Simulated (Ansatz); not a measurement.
A nudged elastic band was laid between two geometries of GeH$_{8}$SeSi$_{2}$ (12 atoms, charge 0, multiplicity 1).

The calculation used RKS PBE-D4/def2-SVP (Ansatz 0.2.0).

| Item | Value |
| --- | --- |
| movable images | 9 |
| climbing image | yes |
| spring | 5.0 eV/Å² |
| optimiser | quadratic models (default) |
| start path | through a guess of the saddle point |
| force threshold | 0.03 eV/Å |
| iteration limit | 35 |
| end points | relaxed |

Initial state:

```xyz
12
Properties=species:S:1:pos:R:3
Si -0.078 2.087 0.181
Si -0.329 0.109 1.432
Se 1.310 -1.426 0.889
Ge 0.400 -1.974 -1.243
H 1.275 2.683 0.463
H -1.143 3.090 0.541
H -0.181 1.788 -1.290
H -0.149 0.389 2.901
H -1.698 -0.488 1.216
H 0.466 -0.754 -2.199
H 1.278 -3.130 -1.781
H -1.074 -2.429 -1.077
```

Final state:

```xyz
12
Properties=species:S:1:pos:R:3
Si -0.442 2.099 0.058
Si -0.741 0.071 1.212
Se -1.314 -1.584 -0.298
Ge 0.932 -1.960 -0.999
H 0.611 1.926 -1.002
H -0.021 3.215 0.979
H -1.742 2.473 -0.602
H 0.505 -0.325 1.966
H -1.884 0.173 2.186
H 1.731 -2.644 0.141
H 0.838 -2.886 -2.236
H 1.604 -0.613 -1.373
```

Which bonds break or form, and what moves?

No bond is made or broken. The dihedral Si1–Si2–Se3–Ge4 goes from -73 to 81°.

Give the energies along the band, and the barrier.

It converged. The highest image is number 4 of 0 to 10, 0.067 eV above the ends, which have the same energy within 2 meV. A vibrational analysis at the climbing image gives one clearly imaginary mode, 71i cm⁻¹: a first-order saddle point.

```
image  path coordinate (Å)  energy (eV)  dihedral Si1–Si2–Se3–Ge4 (°)
    0                 0.00        0.000                           -73
    1                 0.96        0.000                           -64
    2                 1.93        0.010                           -47
    3                 2.89        0.041                           -25
    4                 3.85        0.067                            -3
    5                 4.63        0.050                            17
    6                 5.42        0.022                            37
    7                 6.20        0.007                            54
    8                 6.99        0.004                            67
    9                 7.77        0.001                            76
   10                 8.55        0.000                            81
```

What is the geometry of the highest image?


```xyz
12
Properties=species:S:1:pos:R:3:forces:R:3
Si -0.407 1.727 0.000 0.00 0.00 0.00
Si -0.451 0.055 1.659 0.00 0.00 0.00
Se 0.303 -2.039 1.023 0.00 0.00 0.00
Ge 0.754 -1.671 -1.284 0.00 0.00 0.00
H 0.977 1.899 -0.564 0.00 0.00 0.00
H -0.836 3.020 0.644 0.00 0.00 0.00
H -1.356 1.405 -1.121 0.00 0.00 0.00
H 0.391 0.515 2.821 0.00 0.00 0.00
H -1.866 -0.078 2.161 0.00 0.00 0.00
H 1.915 -0.660 -1.470 0.00 0.00 0.00
H 1.165 -3.067 -1.812 0.00 0.00 0.00
H -0.511 -1.162 -2.023 0.00 0.00 0.00
```

What are the harmonic wavenumbers there?

71i, 36, 87, 120, 158, 275, 330, 335, 443, 488, 520, 525, 546, 658, 719, 799, 833, 835, 851, 895, 902, 911, 2075, 2088, 2103, 2140, 2146, 2156, 2172, 2179 cm⁻¹.

The run took 7 min on 2 threads of Arm Neoverse V2, on a shared host, peak memory 0.22 GiB.
